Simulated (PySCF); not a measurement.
C4H8O, charge +1, multiplicity 2. Atoms are numbered in the order given.

```xyz
13

C      2.0374    -0.0241    -0.2395
C      0.8078    -0.1080     0.6337
C     -0.5767    -0.0213    -0.0985
C     -1.8076     0.3054     0.7351
O     -0.6378    -0.2148    -1.2764
H      2.9148    -0.1004     0.4250
H      2.1078     0.9397    -0.7646
H      2.0893    -0.8432    -0.9699
H      0.6946    -1.0874     1.1419
H      0.7419     0.6808     1.4023
H     -1.7845     1.4006     0.8794
H     -1.7068    -0.1932     1.7099
H     -2.7198     0.0090     0.2030
```
Charge +1, spin multiplicity 2.

Coordinates come from a B3LYP-D3(BJ)/def2-SVP optimisation. The multiplicity is an assumed one; no other spin state was optimised. The values are those of a single conformer.

Level of theory: B3LYP-D3(BJ)/def2-SVP in PySCF.

Harmonic, unscaled wavenumbers; measured fundamentals usually lie a few per cent lower.

Q: List the normal modes with their intensities. (Estimate from the structure and the level; the computed values follow.)

A: 
| mode | ν (cm⁻¹) | IR (km/mol) | moving atoms (share of kinetic energy) |
|---|---|---|---|
| 1 | 61 | 0.6 | H 48 %, C 40 %, O 12 % |
| 2 | 125 | 0.4 | H 94 % |
| 3 | 231 | 7.7 | C 42 %, H 29 %, O 29 % |
| 4 | 244 | 0.1 | H 85 %, C 11 % |
| 5 | 350 | 2.2 | C 49 %, O 27 %, H 24 % |
| 6 | 420 | 0.7 | C 57 %, O 23 %, H 20 % |
| 7 | 476 | 0.4 | C 53 %, H 41 % |
| 8 | 610 | 17.8 | C 79 %, H 13 %, O 8 % |
| 9 | 737 | 6.1 | H 76 %, C 23 % |
| 10 | 857 | 16.6 | C 86 %, H 10 % |
| 11 | 938 | 29.1 | H 73 %, C 26 % |
| 12 | 960 | 27.8 | H 65 %, C 35 % |
| 13 | 1003 | 2.2 | H 79 %, C 21 % |
| 14 | 1050 | 11.4 | H 57 %, C 43 % |
| 15 | 1082 | 1.7 | C 59 %, H 41 % |
| 16 | 1232 | 16.5 | H 78 %, C 21 % |
| 17 | 1264 | 35.0 | H 80 %, C 17 % |
| 18 | 1311 | 8.3 | H 85 %, C 13 % |
| 19 | 1380 | 17.8 | H 86 %, C 14 % |
| 20 | 1396 | 20.6 | H 95 % |
| 21 | 1407 | 12.4 | H 84 %, C 16 % |
| 22 | 1422 | 32.6 | H 96 % |
| 23 | 1430 | 6.5 | H 94 % |
| 24 | 1465 | 7.7 | H 93 % |
| 25 | 1697 | 11.7 | C 54 %, O 39 % |
| 26 | 3010 | 38.4 | H 94 % |
| 27 | 3035 | 32.6 | H 97 % |
| 28 | 3037 | 25.8 | H 97 % |
| 29 | 3092 | 5.5 | H 91 %, C 9 % |
| 30 | 3121 | 20.6 | H 91 %, C 9 % |
| 31 | 3139 | 18.8 | H 91 %, C 9 % |
| 32 | 3160 | 2.6 | H 90 %, C 10 % |
| 33 | 3197 | 11.7 | H 90 %, C 10 % |
